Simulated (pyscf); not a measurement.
Single points on ωB97X-D3(BJ)/def2-SVP structures (PySCF, gas phase).

For the elementary gas-phase step cyclic C₄H₇ (SMILES [CH2]C1CC1) [doublet] → •H₂C–CH₂–CH=CH₂ (doublet surface; C–C broken, none formed), what barrier and reaction energy does B3LYP-D3(BJ)/def2-TZVP give, measured from the reactant's lowest minimum found?

ΔE‡ = 7.3 kcal/mol, ΔE = -3.7 kcal/mol. ωB97M-D3(BJ)/def2-TZVP gives 10.2 kcal/mol and -1.5 kcal/mol. Zero-point energy shifts the barrier by -1.0 kcal/mol. It is a ring opening, with an imaginary mode of 713i cm⁻¹. cyclic C₄H₇ (SMILES [CH2]C1CC1) [doublet] lies 19.6 kcal/mol over its isomer •H₂C–CH=CH–CH₃, and others may lie lower still (electronic energy, ωB97M-D3(BJ)). •H₂C–CH₂–CH=CH₂ lies 18.1 kcal/mol over its isomer •H₂C–CH=CH–CH₃, and others may lie lower still (electronic energy, ωB97M-D3(BJ)). This is the saddle that the search found; another between the same sides may lie lower.
